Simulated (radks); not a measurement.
Question: These are the eigenvalues of the occupied orbitals of an atom or ion with whole-number occupations (eV). Method: Dirac Kohn-Sham, PBE, spin-unpolarised, spherical densities, finite nucleus; Fermi nuclear charge, rms radius of each element as measured or else 0.836 A^(1/3) + 0.57 fm; computed with a radial shooting solver on a logarithmic mesh with Libxc functionals.

1s1/2: -87934.27
2s1/2: -15729.36
2p1/2: -15112.84
2p3/2: -12923.56
3s1/2: -3788.214
3p1/2: -3508.393
3p3/2: -3019.943
3d3/2: -2557.449
3d5/2: -2453.491
4s1/2: -870.5637
4p1/2: -749.1485
4p3/2: -629.5894
4d3/2: -431.1993
4d5/2: -408.8808
5s1/2: -160.4131
4f5/2: -152.0976
4f7/2: -147.0662
5p1/2: -118.9647
5p3/2: -96.6353
5d3/2: -39.4119
5d5/2: -36.7986
6s1/2: -27.4189

Which element is it, and in what charge state? The configuration may be excited. Open shells, if any, fill j = l - 1/2 first.

Answer: Z = 82, lead, charge +2: Pb2+ in [Hg]. The list shows which subshells hold electrons but not how many an open one holds; the 1s level, -3231.5 hartree, gives Z - s = 80.4 by -(Z - s)^2/2, which with screening and relativity narrows Z to a few neighbours, and the depths of the outer levels then fix element, charge and occupations together.
